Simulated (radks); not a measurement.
The numbers below are computed, except where a source is named.
Species: Zr4+. Configuration: [Kr].

Code: a radial shooting solver on a logarithmic mesh with Libxc functionals. Model: Dirac Kohn-Sham, BLYP, spin-unpolarised, spherical densities, point nucleus.

Energy parts (hartree):
| part | energy |
|---|---|
| total | -3596.64497 |
| kinetic | 3717.23510 |
| electron-nucleus | -8623.00252 |
| Hartree | 1422.54482 |
| exchange-correlation | -113.42238 |

Orbitals (lengths in bohr, moments of r in powers of bohr; r(90%) holds 90 % of the orbital's charge):
orbital  occ.  eigenvalue (hartree)     <r^2>      <r^4>  <1/r>  r(90%)  small-component weight
1s1/2       2             -656.4789  0.001852  8.869e-06  41.26  0.0664                2.12e-02
2s1/2       2             -92.31211   0.03111   0.001672  9.341   0.251                4.31e-03
2p1/2       2             -84.64660   0.02359   0.001120  9.316   0.227                4.31e-03
2p3/2       4             -81.48951   0.02498   0.001241  8.913   0.233                4.18e-03
3s1/2       2             -16.42741    0.2410    0.09055  3.161   0.679                1.12e-03
3p1/2       2             -13.57525    0.2414    0.09603  3.057   0.690                1.07e-03
3p3/2       4             -13.07204    0.2524     0.1048  2.960   0.705                1.03e-03
3d3/2       4              -8.04217    0.2451     0.1189  2.758   0.724                9.18e-04
3d5/2       6              -7.95014    0.2488     0.1224  2.733   0.730                9.08e-04
4s1/2       2              -3.50390     1.597      3.814  1.144    1.73                2.47e-04
4p1/2       2              -2.71540     1.923      5.704  1.033    1.91                2.08e-04
4p3/2       4              -2.64428     2.001      6.170  1.008    1.95                2.01e-04

The highest occupied level is 4p3/2 at -71.955 eV. Summed over all electrons, <r^2> = 19.70 bohr^2, which gives a Langevin (diamagnetic) susceptibility term of -15.6 x 10^-6 cm^3/mol.
